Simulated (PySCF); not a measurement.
A structure optimised at r2SCAN-D4/def2-SVP, used in a PySCF frequency run:

```xyz
12

F      0.3759     1.3946     0.5190
C      0.5306     0.0394     0.5419
Cl     1.7156    -0.4219    -0.7474
C     -0.7812    -0.6447     0.3156
C     -2.0435     0.0103     0.8144
C     -1.7552    -0.0523    -0.6599
H      1.0093    -0.2376     1.4947
H     -0.7100    -1.7358     0.3722
H     -1.9438     0.9831     1.3037
H     -2.8190    -0.6401     1.2287
H     -1.4556     0.8771    -1.1526
H     -2.3325    -0.7411    -1.2823
```

### Question
Write its SMILES and formula.

### Answer
F[C@H](Cl)C1CC1, C₄H₆ClF

### Question
What are its rotational constants (standard atomic weights)?

### Answer
5.4594, 1.9242, 1.6557 GHz
